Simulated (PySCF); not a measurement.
H₄GeO₄, charge -1, doublet, at a GFN2-xTB geometry (a state made from the parent by changing its charge; the spin is typed, not shown lowest) (in this run its highest filled SCF level lies above zero, so its values depend strongly on the basis, on diffuse functions most of all). Base run: DF-PBE0/6-31G* in PySCF.

Here is a job for PySCF.
```python
from pyscf import gto, scf, dft

mol = gto.Mole()
mol.atom = '''
    O     0.489679    1.357998   -0.984534
    Ge    0.090617   -0.240821   -0.043915
    O    -1.126535    0.334484    1.293170
    O    -1.425261   -0.851479   -1.343498
    O     1.784090   -0.102127    1.169601
    H    -0.207767    1.419464   -1.631014
    H    -0.561057    0.623728    2.003605
    H    -2.177252   -0.826724   -0.757798
    H     2.270548    0.578784    0.712585
'''
mol.basis = '6-31g*'
mol.charge = -1
mol.spin = 1
mol.verbose = 3
mol.build()

mf = dft.UKS(mol)
mf.xc = 'pbe0'
mf = mf.density_fit(auxbasis='def2-universal-jkfit')
mf.kernel()
```

Each row names what was changed in the base input (with any setting that the change needs).

```csv
change,basis functions,E (Eh),HOMO (eV)
base,96,-2379.47638,0.06
basis = ANO-RCC-VDZP; relativity = spin-free X2C; nucleus = Gaussian (with mol.nucmod = 'G'; without mf = mf.density_fit(auxbasis='def2-universal-jkfit')),103,-2401.93468,-0.82
basis = ANO-RCC-VDZP; relativity = spin-free X2C (without mf = mf.density_fit(auxbasis='def2-universal-jkfit')),103,-2401.94808,-0.82
basis = x2c-SVPall; relativity = spin-free X2C; nucleus = Gaussian (with mol.nucmod = 'G'; without mf = mf.density_fit(auxbasis='def2-universal-jkfit')),108,-2401.18741,0.00
basis = x2c-TZVPall; relativity = spin-free X2C (without mf = mf.density_fit(auxbasis='def2-universal-jkfit')),196,-2401.96535,-0.59
basis = x2c-TZVPall; relativity = spin-free X2C; nucleus = Gaussian (with mol.nucmod = 'G'; without mf = mf.density_fit(auxbasis='def2-universal-jkfit')),196,-2401.95406,-0.59
basis = ANO-RCC-VDZP; relativity = none (without mf = mf.density_fit(auxbasis='def2-universal-jkfit')),103,-2366.71960,-0.73
basis = x2c-SVPall; relativity = spin-free X2C (without mf = mf.density_fit(auxbasis='def2-universal-jkfit')),108,-2401.19779,0.00
basis = x2c-TZVPall; relativity = none (without mf = mf.density_fit(auxbasis='def2-universal-jkfit')),196,-2370.44361,-0.47
basis = x2c-SVPall; relativity = none (without mf = mf.density_fit(auxbasis='def2-universal-jkfit')),108,-2370.79703,0.13
```

Absolute energies of different levels of theory aren't comparable as measures of quality.

Open shells are given as the SCF converged; they aren't shown to be the lowest states, and a large step between rows can be another state.

Basis sets contracted for a relativistic Hamiltonian are a mismatch without it, so the rows without relativity aren't non-relativistic limits. No row has spin-orbit coupling; sets with core potentials leave out the core electrons.
